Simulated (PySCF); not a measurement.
**input.py for AuH3O3**

The script input.py:

```python
from pyscf import gto, dft

mol = gto.M(
    atom='Au 0.0505 0.0045 -0.0662; O -0.3769 0.1219 1.7722; O 1.8298 0.0737 -0.6795; O -1.8738 -0.1325 -0.0968; H -1.3265 -0.0126 1.7166; H 2.2726 -0.763 -0.6392; H -2.2082 0.7167 -0.3564',
    basis='lanl2dz',
    ecp={'Au': 'lanl2dz'},
    charge=0,
    spin=0,
    symmetry=True,
    verbose=4,
)
mf = dft.RKS(mol, xc='mn15')
mf.kernel()
mf.dip_moment()
print('orbital energies (hartree):', mf.mo_energy[..., max(0, mol.nelec[1]-3):mol.nelec[0]+3].round(4))
```

```bash
$ OMP_NUM_THREADS=1 python input.py
```

The log (some set-up lines and the per-cycle HOMO/LUMO lines with their warnings removed):

```
PySCF version 2.14.0

[INPUT] verbose = 4
[INPUT] num. atoms = 7
[INPUT] num. electrons = 46
[INPUT] charge = 0
[INPUT] spin (= nelec alpha-beta = 2S) = 0
[INPUT] symmetry True subgroup None
[INPUT] Mole.unit = angstrom
[INPUT] Symbol           X                Y                Z      unit          X                Y                Z       unit  Magmom
[INPUT]  1 Au     0.050500000000   0.004500000000  -0.066200000000 AA    0.095431169291   0.008503767561  -0.125099869446 Bohr   0.0
[INPUT]  2 O     -0.376900000000   0.121900000000   1.772200000000 AA   -0.712237776349   0.230357614584   3.348972637954 Bohr   0.0
[INPUT]  3 O      1.829800000000   0.073700000000  -0.679500000000 AA    3.457820862729   0.139272815380  -1.284068901642 Bohr   0.0
[INPUT]  4 O     -1.873800000000  -0.132500000000  -0.096800000000 AA   -3.540968812210  -0.250388711505  -0.182925488858 Bohr   0.0
[INPUT]  5 H     -1.326500000000  -0.012600000000   1.716600000000 AA   -2.506721704236  -0.023810549170   3.243903865428 Bohr   0.0
[INPUT]  6 H      2.272600000000  -0.763000000000  -0.639200000000 AA    4.294591590687  -1.441861033043  -1.207912938822 Bohr   0.0
[INPUT]  7 H     -2.208200000000   0.716700000000  -0.356400000000 AA   -4.172893228265   1.354366713476  -0.673498390795 Bohr   0.0

nuclear repulsion = 194.86134816092
point group symmetry = C1
symmetry origin: [0. 0. 0.]
symmetry axis x: [1. 0. 0.]
symmetry axis y: [0. 1. 0.]
symmetry axis z: [0. 0. 1.]
num. orbitals of irrep A = 55
number of shells = 28
number of NR pGTOs = 125
number of NR cGTOs = 55
basis = lanl2dz
ecp = {'Au': 'lanl2dz'}

******** <class 'pyscf.dft.rks.RKS'> ********
method = RKS
initial guess = minao
damping factor = 0
level_shift factor = 0
DIIS = <class 'pyscf.scf.diis.CDIIS'>
diis_start_cycle = 1
diis_space = 8
diis_damp = 0
SCF conv_tol = 1e-09
SCF conv_tol_grad = None
SCF max_cycles = 50
direct_scf = True
direct_scf_tol = 1e-13
XC library pyscf.dft.libxc version 7.0.0
    S. Lehtola, C. Steigemann, M. J.T. Oliveira, and M. A.L. Marques.,  SoftwareX 7, 1–5 (2018)
XC functionals = mn15
    H. S. Yu, X. He, S. L. Li, and D. G. Truhlar.,  Chem. Sci. 7, 5032-5051 (2016)
    H. S. Yu, X. He, S. L. Li, and D. G. Truhlar.,  Chem. Sci. 7, 5032-5051 (2016)
radial grids:
    Treutler-Ahlrichs [JCP 102, 346 (1995); DOI:10.1063/1.469408] (M4) radial grids

becke partition: Becke, JCP 88, 2547 (1988); DOI:10.1063/1.454033
pruning grids: <function nwchem_prune>
grids dens level: 3
symmetrized grids: True
atomic radii adjust function: <function treutler_atomic_radii_adjust>
small_rho_cutoff = 0
Set gradient conv threshold to 3.16228e-05
Initial guess from minao.
tot grids = 95984
init E= -363.303484756777
cycle= 1 E= -346.068581254077  delta_E= 17.2  |g|= 4.84  |ddm|= 7.65
cycle= 2 E= -348.084205257918  delta_E= -2.02  |g|= 6.17  |ddm|= 12.3
cycle= 3 E= -359.220631097956  delta_E= -11.1  |g|=  2.9  |ddm|= 8.62
cycle= 4 E= -359.714598911801  delta_E= -0.494  |g|= 3.02  |ddm|= 3.78
cycle= 5 E= -362.182016361208  delta_E= -2.47  |g|= 0.545  |ddm|= 2.68
cycle= 6 E= -362.181517388559  delta_E= 0.000499  |g|= 0.64  |ddm|= 0.838
cycle= 7 E= -362.268584008688  delta_E= -0.0871  |g|= 0.131  |ddm|= 0.55
cycle= 8 E= -362.272841150716  delta_E= -0.00426  |g|= 0.0561  |ddm|= 0.178
cycle= 9 E= -362.273621801096  delta_E= -0.000781  |g|= 0.00976  |ddm|= 0.0495
cycle= 10 E= -362.273678941793  delta_E= -5.71e-05  |g|= 0.00275  |ddm|= 0.0207
cycle= 11 E= -362.273690256372  delta_E= -1.13e-05  |g|= 0.000648  |ddm|= 0.0131
cycle= 12 E= -362.273691055006  delta_E= -7.99e-07  |g|= 0.000234  |ddm|= 0.00368
cycle= 13 E= -362.273691148783  delta_E= -9.38e-08  |g|= 6.25e-05  |ddm|= 0.00138
cycle= 14 E= -362.27369115644  delta_E= -7.66e-09  |g|= 2.08e-05  |ddm|= 0.000377
cycle= 15 E= -362.273691157306  delta_E= -8.66e-10  |g|= 7.63e-06  |ddm|= 0.000146
Extra cycle  E= -362.273691157316  delta_E= -1e-11  |g|= 1.2e-05  |ddm|= 2.11e-05
converged SCF energy = -362.273691157316
Dipole moment(X, Y, Z, Debye): -0.83524, -0.26335, -0.96442
orbital energies (hartree): [-0.382  -0.359  -0.3412 -0.1474  0.0062  0.0207]
```

In short: E(SCF) = -362.273691 Eh, 15 cycles, μ(SCF) = 1.30 D.

Run time: 15 s on 1 thread of Arm Neoverse N1 (shared host).
